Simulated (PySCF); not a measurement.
Species: C3H6OSi.
Numbering: `[O:1]=[CH:2][SiH:3]1[CH2:4][CH2:5]1`

Geometry (GFN2-xTB, Å), atoms numbered from 1 in this order:
```
atom  x, y, z in Å
O1     2.9703   -0.3777    0.8201
C2     1.9901   -0.2352    0.1284
Si3    0.2425   -0.0520    0.8090
C4    -1.1262   -0.6228   -0.3702
C5    -0.9495    0.8883   -0.3247
H6     2.1029   -0.2104   -0.9770
H7     0.0534   -0.0767    2.2453
H8    -2.0429   -1.0051    0.0528
H9    -0.8837   -1.1092   -1.3040
H10   -0.5932    1.3586   -1.2299
H11   -1.7583    1.4449    0.1241
```

NICS = −σ at a ghost point: NICS(0) at the centroid of the ring atoms, NICS(1) 1 Å to either side along the normal of their mean plane, zz for the tensor component along that normal. Level: GIAO PBE0/pcSseg-1 (PySCF, non-relativistic, gas phase) on the GFN2-xTB geometry, one conformer.

Ring bond lengths (Å), with Mayer bond orders in brackets: Si3–C4 1.895 (0.92), C4–C5 1.522 (0.91), C5–Si3 1.895 (0.92).

What do the NICS probes read (ppm)?

| ring | type | NICS(0) | NICS(1), two faces | NICS(1)zz, two faces | rms pucker (Å) | centre to ring atoms, mean (Å) |
| --- | --- | --- | --- | --- | --- | --- |
| Si3–C4–C5 | 3-membered ring with Si; formal bonds all single | -27.2 | -8.4 / -7.2 | -17.9 / -18.3 | 0.00 | 1.02 |

What do they say, and how far can they be read as aromaticity?

- Si3–C4–C5: mean NICS(1)zz -18.1 ppm, shielded. Si3, C4, C5 have four or more neighbours, and the NICS criterion for π rings isn't applied. NICS(0) lies 19 ppm below the mean NICS(1).

At the first NICS(1) probe listed for ring Si3–C4–C5, 1 Å off the ring, what do the in-plane components average?

The isotropic value is a third of the trace: (3 × -8.4 − (-17.9))/2 = -3.7 ppm.

What are the shieldings of the ring atoms and their hydrogens in the same run (means over atoms taken as equivalent)?

| atoms | environment | σ isotropic (ppm) |
| --- | --- | --- |
| Si3 | SiH silicon | 494.1 |
| C4 (×2) | sp3 carbon bound to silicon | 187.3 |
| H7 | Si–H hydrogen | 28.65 |
| H8 (×2) | methylene hydrogen | 30.89 |
| H9 (×2) | methylene hydrogen | 30.50 |
